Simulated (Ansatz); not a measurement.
Dissociation curve of MgH, doublet.

Level of theory: full CI/aug-cc-pVQZ, frozen core run with Ansatz (a program for electronic structure).

### Question
Relative to R = 1.74 Å, what are the energies at R = 1.40, 1.84, 2.00, 3.46 Å?

### Answer
0.742 eV at 1.40 Å, 0.033 eV at 1.84 Å, 0.187 eV at 2.00 Å, 1.388 eV at 3.46 Å.
